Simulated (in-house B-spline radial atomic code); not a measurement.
Checks on a self-consistent run for Pd⁺, [Kr] 4d9. Method: Dirac-Hartree-Fock, average of configuration, Fermi nucleus of rms radius 4.5318 fm. Calculated with an all-electron radial atomic-structure program (B-spline basis).

```tsv
orbital	q	ε (Eh)	<1/r>	<r²>	small-component weight
1s1/2	2	-900.53503	48.2408	0.00137047	0.028351
2s1/2	2	-134.88870	11.112	0.0224318	0.0059374
2p1/2	2	-124.74152	11.0546	0.016883	0.0059147
2p3/2	4	-118.85258	10.422	0.0182044	0.0056882
3s1/2	2	-25.98488	3.88354	0.16257	0.0016648
3p1/2	2	-21.93215	3.77916	0.158882	0.0016024
3p3/2	4	-20.87155	3.62905	0.167716	0.0015442
3d3/2	4	-13.76082	3.44621	0.149912	0.0014165
3d5/2	6	-13.55193	3.40679	0.152666	0.0013987
4s1/2	2	-4.28074	1.43307	1.03136	0.000385
4p1/2	2	-2.95047	1.3128	1.21285	0.00033325
4p3/2	4	-2.77777	1.26872	1.28233	0.00031825
4d3/2	3.6	-0.77002	0.940668	2.46687	0.00018774
4d5/2	5.4	-0.74991	0.925788	2.54731	0.0001826
```

Electron-electron repulsion V_ee = 1900.3527 hartree.

Task: What total energy follows from the eigenvalues?

Result: The eigenvalues count the repulsion twice, so E = Σqε - V_ee = -3143.811 - 1900.353 = -5044.164 hartree; the run printed -5044.164.

Task: Does the Dirac virial theorem hold?

Result: For a point nucleus E = -2c²Σq·w, with w the small-component weight. Here Σq·w = 0.1343 and c = 137.0360, so the ratio E/(-2c²Σq·w) is 1.000036; the finite nucleus accounts for the departure from 1.

Task: What diamagnetic shielding (Lamb formula) and susceptibility (Langevin formula) do the radii give?

Result: σ = (α²/3)Σq<1/r> = 265.522/(3·137.036²) = 4713.1 ppm, and χ = -0.79199×10⁻⁶·Σq<r²> = -27.91×10⁻⁶ cm³/mol with Σq<r²> = 35.238 bohr². Both are non-relativistic formulas without the paramagnetism of open shells.
